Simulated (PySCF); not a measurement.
Computed IR spectrum (relative IR intensity) of a molecule CH8O3Si2. Geometry: TPSSh-D3(BJ)/def2-SVP. Other conformers were not sampled. These are TPSSh-D3(BJ)/def2-SVP run with PySCF values and carry that method's errors. Frequencies are harmonic and unscaled.

Lines under 2 % of the strongest are left out, and lines within 2 cm⁻¹ are merged.

| ν (cm⁻¹) | relative intensity |
|---|---|
| 175 | 9.5 |
| 221 | 4.8 |
| 235 | 17 |
| 242 | 34 |
| 294 | 12 |
| 335 | 33 |
| 487 | 39 |
| 508 | 8.8 |
| 684 | 34 |
| 713 | 12 |
| 747 | 26 |
| 772 | 26 |
| 784 | 28 |
| 808 | 37 |
| 813 | 51 |
| 861 | 58 |
| 925 | 76 |
| 942 | 25 |
| 971 | 100 |
| 998 | 16 |
| 1285 | 8.8 |
| 2205 | 57 |
| 2226 | 53 |
| 3115 | 2.7 |
| 3130 | 2.6 |
| 3719 | 47 |
| 3811 | 21 |
| 3826 | 30 |

### Question
Which molecule gave these data?
(A) OC[SiH2]O[SiH2]O
(B) O[C@H]([SiH3])[SiH](O)O
(C) C[Si](O)(O)[SiH2]O
(D) O[SiH2]C(O)[SiH2]O

### Answer
C, C[Si](O)(O)[SiH2]O
